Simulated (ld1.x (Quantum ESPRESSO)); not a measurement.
Er (Z = 68): variants of one TM potential

Base potential:

ld1.x (Quantum ESPRESSO) 7.5 input, shortened:

```
&input
   title='Er', zed=68., rel=1, dft='BLYP', iswitch=3,
   config='[Xe] 4f12 5d0 6s2 6p0'
 /
 &inputp
   pseudotype=2, tm=.true., lloc=2,
   nlcc=.true., new_core_ps=.true., rcore=0.35
 /
4
6S  1  0   2.00   0.00  2.60  2.60  0.0
5P  2  1   6.00   0.00  2.00  2.00  0.0
4F  4  3  12.00   0.00  0.60  0.60  0.0
5D  3  2   0.00   0.00  3.60  3.60  0.0
 &test
   configts(1)='4f12 5p6 5d0 6s2 6p0'
 /
```

All-electron outer shells of the reference configuration (BLYP, scalar-relativistic, ld1.x):

```json
{"shell": "4d", "level (eV)": "-165.07", "outermost node (bohr)": "0.25", "outermost maximum (bohr)": "0.51"}
{"shell": "5s", "level (eV)": "-51.64", "outermost node (bohr)": "0.60", "outermost maximum (bohr)": "1.11"}
{"shell": "5p", "level (eV)": "-26.16", "outermost node (bohr)": "0.65", "outermost maximum (bohr)": "1.28"}
{"shell": "6s", "level (eV)": "-3.72", "outermost node (bohr)": "1.52", "outermost maximum (bohr)": "3.30"}
{"shell": "4f", "level (eV)": "-2.91", "outermost node (bohr)": "–", "outermost maximum (bohr)": "0.51"}
{"shell": "6p", "level (eV)": "-1.00", "outermost node (bohr)": "1.87", "outermost maximum (bohr)": "4.80"}
{"shell": "5d", "level (eV)": "-0.80", "outermost node (bohr)": "0.73", "outermost maximum (bohr)": "2.16"}
```

Cutoffs, loose and tight: the cutoffs (Ry, on a coarse ladder) from which the occupation-weighted sum of valence levels, in a spherical-Bessel basis at the reference potential, stays within 10 and 1 mRy of its value at 400 Ry. They do not see the model core or the augmentation charge, which bear on the density cutoff. Test errors are all-electron minus pseudo excitation energies from the reference, over the configurations 4f12 5p6 5d0 6s1 6p0; 4f12 5p6 5d0 6s0 6p0; 4f11 5p6 5d0 6s0 6p0; 4f10 5p6 5d0 6s0 6p0; 4f12 5p5 5d0 6s2 6p0; 4f11 5p6 5d0 6s2 6p0; 4f11 5p6 5d1 6s2 6p0. A dash means not determined; rows that change the core or the reference have their own tests. The largest error is taken over the tests solved by every variant that gives reliable tests at all: 4f10 5p6 5d0 6s0 6p0; 4f11 5p6 5d0 6s0 6p0; 4f12 5p6 5d0 6s0 6p0.

A true bound ghost makes a file unfit for plane-wave use even where its test errors are small: the radial tests pick states by their node count and pass the ghost by. Where a test does run into it, the solver fails or the error is huge.

Cutoffs are not given where the Bessel-basis levels miss the radial ones by over 6 mRy, ghosts where they miss by over 20 mRy; a channel whose overlap is not positive is not tested.

```tsv
change	outcome	bound ghosts	largest test error (meV)
base	generated	s	-747
all radii but the core radius scaled by about 0.86 (s 2.24, p 1.72, d 3.12, f 0.52 bohr)	generated	s	-1517
all radii but the core radius scaled by about 0.93 (s 2.40, p 1.86, d 3.34, f 0.56 bohr)	generated	s	-1111
all radii but the core radius scaled by about 1.13 (s 2.94, p 2.26, d 4.08, f 0.68 bohr)	generated	s	-361
all radii but the core radius scaled by about 1.36 (s 3.52, p 2.72, d 4.88, f 0.82 bohr)	generated	none	-257
```

(1) What comes out with this change to the base: all radii but the core radius scaled by about 1.19 (s 3.10, p 2.38, d 4.28, f 0.72 bohr)?

(2) What comes out with this change to the base: all radii but the core radius scaled by about 0.77 (s 2.00, p 1.54, d 2.78, f 0.46 bohr)?

(3) What comes out with this change to the base: all radii but the core radius scaled by about 1.27 (s 3.30, p 2.54, d 4.58, f 0.76 bohr)?

Results:

(1) outcome: generated; bound ghosts: s; largest test error (meV): -256.

(2) outcome: generated; bound ghosts: s; largest test error (meV): -1746.

(3) outcome: generated; bound ghosts: not determined; largest test error (meV): -213.

Reading the sweep of the scale of all radii but the core radius (base = 1) (base included, trends over the rows without a ghost): Bound ghosts are found at 0.77, 0.86, 0.93, 1, 1.13, 1.19.
